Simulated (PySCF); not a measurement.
Compound: C6H7BFN.
Cartesian coordinates in Å at the PBE0-D3(BJ)/def2-SVP level; atoms count from 1:
```
atom  x, y, z in Å
B1     2.9436   -0.1960   -0.4528
N2     1.7233   -0.7740   -0.0846
C3     0.4231   -0.2488   -0.0888
C4     0.1461    1.0574   -0.5149
C5    -1.1620    1.5284   -0.4989
C6    -2.2201    0.7294   -0.0659
C7    -1.9258   -0.5608    0.3521
F8    -2.9108   -1.3529    0.7724
C9    -0.6305   -1.0604    0.3479
H10    3.9349   -0.8773   -0.3525
H11    2.9944    0.9394   -0.8536
H12    1.7487   -1.7324    0.2459
H13    0.9574    1.6987   -0.8576
H14   -1.3645    2.5484   -0.8338
H15   -3.2509    1.0852   -0.0480
H16   -0.4576   -2.0839    0.6881
```

Computed, not measured: PySCF, TDDFT B3LYP/def2-SVPD, vertical, gas phase, core orbitals frozen in the response.

```tsv
state	E (eV)	E (hartree)	f	symmetry	main configurations (H = HOMO, L = LUMO)
S1	4.91	0.1805	0.0090	A′	H→L+1 (54%), H-1→L (39%)
S2	4.95	0.1818	0.231	A′	H→L (91%)
S3	5.88	0.2161	0.275	A′	H-1→L (56%), H→L+1 (32%)
S4	6.02	0.2212	0.0019	–	H→L+2 (98%)
S5	6.21	0.2281	0.148	A′	H-1→L+1 (69%), H→L+3 (25%)
S6	6.57	0.2416	0.0002	–	H→L+4 (88%)
```

The lowest singlet lies at 4.91 eV (252 nm, ultraviolet) and is weak; its leading configuration is HOMO→LUMO+1 (54%). The most intense listed level is S3 at 5.88 eV (211 nm, f = 0.275), 0.97 eV above S1. Löwdin shares by element: HOMO carbon 50% or more, nitrogen 17% (atoms not listed hold the other 34%); LUMO boron 30%, carbon 21% or more, nitrogen 11% (atoms not listed hold the other 38%). Orbital energies (eV): HOMO-3 -9.29, HOMO-2 -9.12, HOMO-1 -7.27, HOMO -6.63, LUMO -1.24, LUMO+1 -0.73, LUMO+2 0.24. Weighted by f, the mean energy of these states is 5.62 eV. The oscillator strengths of these states sum to 0.666; summed over the whole spectrum of an exact calculation they would give the number of electrons, 64 (Thomas–Reiche–Kuhn). Symmetry labels in Cs follow from the direction of the transition dipole and are given only for states with f of 0.002 or more. Only the lowest 6 singlets were computed, as vertical energies without vibronic structure.

One conformer stands for the species.
